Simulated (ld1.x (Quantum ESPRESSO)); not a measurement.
# Before and after: TM semilocal potential for gallium (Ga)

- Element: Ga
- Generator: ld1.x (Quantum ESPRESSO) 7.5
- Type: norm-conserving Troullier–Martins (semilocal form)
- Functional: PBEsol
- Relativity: scalar-relativistic
- Frozen core: [Ar] 3d10
- Valence charge: 3
- Reference configuration: 4s1.75 4p1.25
- Partial waves: 4s (bound): rc 1.90 bohr; 4p (bound): rc 1.85 bohr
- Local potential: the p channel
- Core correction: none

Change: wave 4p (bound): rc 1.85 bohr becomes 4p (bound): rc 2.72 bohr.

Cutoffs: the cutoffs (Ry, on a coarse ladder) from which the occupation-weighted sum of valence levels, in a spherical-Bessel basis at the reference potential, stays within 10 and 1 mRy of its value at 400 Ry; they do not see the model core or the augmentation charge, which bear on the density cutoff. Errors are all-electron minus pseudo energies relative to the spin-unpolarised reference configuration.

Q: What does the change do?

A: The potential gets neither clearly harder nor softer (15 Ry and 35 Ry → 15 Ry and 35 Ry); of the 7 tests that both files solve, the error grows in 2 and shrinks in 0 by more than 15 % and 0.3 meV (median size 1.1 → 1.5 meV); neither file shows a bound ghost. A semilocal file is local in each channel, so a ghost entry of none says nothing of the separable form that plane-wave codes build from it.

```csv
quantity,base,changed
"cutoff, loose",15 Ry,15 Ry
"cutoff, tight",35 Ry,35 Ry
bound ghosts,none,none
"error for 4s2 4p1, meV [ΔE -1.61 eV]",+0.8,+1.0
"error for 4s2 4p0, meV [ΔE 4.07 eV]",+0.2,-0.3
"error for 4s1 4p0, meV [ΔE 25.21 eV]",-1.1,-6.2
"error for 4s2 4p0.5, meV [ΔE 0.42 eV]",+1.4,+1.5
"error for 4s1 4p2, meV [ΔE 4.94 eV]",+7.0,+8.2
"error for 4s0 4p3, meV [ΔE 11.78 eV]",+48,+53
"error for 4s2 4p1.3, meV [ΔE -2.14 eV]",+0.3,+0.4
```
